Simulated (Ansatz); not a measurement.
H2Zn, SMILES `[ZnH2]`: measurement beside calculation (Ansatz, PBE0-D4/def2-TZVP geometry).

Bond lengths: Zn1–H2 1.544 Å, Zn1–H3 1.544 Å. Angles: H2–Zn1–H3 180.0°.

Measured: 1889.43 cm⁻¹ (antisymmetric Zn-H stretch, gas-phase infrared spectroscopy). Source: Cyanides, Isocyanides, and Hydrides of Zn, Cd and Hg from Metal Atom and HCN Reactions: Matrix Infrared Spectra and Electronic Structure Calculations, 2021 (pmc:8518711).

Harmonic PBE0-D4 wavenumbers (cm⁻¹, unscaled): 653, 653, 1898, 1900. Fundamentals include anharmonicity and usually lie a few per cent under these; harmonic values from spectra compare directly.
